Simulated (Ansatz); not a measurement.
C2H5NSi can be A, `C1=C[SiH2]N1`, or B, `C1=N[SiH2]C1`.

Program: Ansatz. Geometries: PBE0-D4/def2-TZVP. ΔE: electronic, gas phase. CBS: MP2 limit from def2 TZ/QZ plus the TZ coupled-cluster correction, frozen cores. Functionals use def2-TZVPP. B3LYP here is the variant with VWN-RPA as its local correlation; programs differ in this.

Question: Which isomer does CCSD(T)/CBS put lower? Give the gap. (An estimate is asked.)

Answer: The calculation gave: B, by 0.1 kcal/mol. So small a gap doesn't settle the order.

Question: Give E(B) − E(A) in kcal/mol with r2SCAN-D4, B2PLYP, PBE-D4, PBE0-D4, B3LYP-D4, ωB97M-V, MP2/def2-TZVPP. (An estimate is asked.)

Answer: The calculation gave: r2SCAN-D4 0.8, B2PLYP -0.3, PBE-D4 0.6, PBE0-D4 0.5, B3LYP-D4 0.1, ωB97M-V -0.6, MP2/def2-TZVPP -0.3. The order is the other way round with r2SCAN-D4, PBE-D4, PBE0-D4.

Question: Does the order hold for the free energy at 298.15 K (harmonic terms from PBE0-D4)? (Best estimate.)

Answer: The calculation gave: Yes: G(B) − G(A) = -0.6 kcal/mol.

Largest T1 diagnostic: 0.013.

Leaving LDA and LC-ωPBE aside and taking each functional with its dispersion term where it has one, the values, not all of them listed here, spread over 2.0 kcal/mol, from ωB97X-V to r2SCAN-D4. LDA lies +3.0 kcal/mol from PBE without D4. In def2-TZVPP, CCSD(T) changes the Hartree–Fock value by +1.1 kcal/mol (the triples alone add +0.2 kcal/mol) and MP2 by +2.1 kcal/mol.
